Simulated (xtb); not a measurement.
I₃Zr, doublet, at a GFN2-xTB geometry (such geometries of metal compounds can be far from the true shape) (the multiplicity is a formal guess). Base run: xtb with GFN2-xTB.

Input for xtb:
```
$ xtb mol.xyz --gfn 2 --uhf 1 --json

# file mol.xyz
4

Zr    -0.36838690     0.35251267     0.73412604
I     -1.91094093    -1.65624311    -0.43739609
I      0.06579663     2.21046464    -1.30217845
I      2.12317215    -0.82026883     1.18551715
```

The base run was repeated with changes; each row names its change, and settings that it needs were set with it.

| change | ΔE vs base (mEh) | dipole (D) | G_solv (kcal/mol) | SCF cycles |
|---|---|---|---|---|
| base | 0.000 | 9.62 | - | 16 |
| alpb = chcl3 | -22.399 | 9.86 | -14.73 | 12 |
| alpb = dmso | -23.725 | 9.73 | -15.04 | 13 |
| etemp = 10000 | -135.3 | 7.01 | - | 16 |
| alpb = benzene | -18.504 | 9.73 | -11.75 | 13 |
| acc = 0.1 | 0.000 | 9.62 | - | 17 |
| alpb = thf | -17.295 | 9.72 | -10.98 | 13 |
| etemp = 1000 | -4.416 | 9.62 | - | 15 |

ALPB and GBSA are two models with their own fitted parameters for each solvent, which aren't always the measured dielectric constant.
